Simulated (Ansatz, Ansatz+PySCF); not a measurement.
```yaml
atoms:
  - { symbol: Si, position_ang: [0.0000, 0.0000, -1.0425] }
  - { symbol: Cl, position_ang: [0.0000, 0.0000, 1.0425] }
```

Basis set: def2-SVP (spherical functions). Frozen core: 10 orbitals. Correlation on ROHF uses semicanonical orbitals with singles. Charge 0, multiplicity 2.

Computed with Ansatz (development build ahead of 0.2.0); each method stands on the lowest determinant of its kind that the runs found.

(1) Give the atomization energy at this shape (free ground-state atoms in the same class of orbitals less the molecule, no zero-point energy) of doublet SiCl by ROHF-CCSD(T), ROHF-MP2, ROHF, UHF.

Results:

(1)

```csv
method,atomization energy
ROHF-CCSD(T),3.83 eV
ROHF-MP2,3.94 eV
ROHF,3.00 eV
UHF,2.91 eV
```
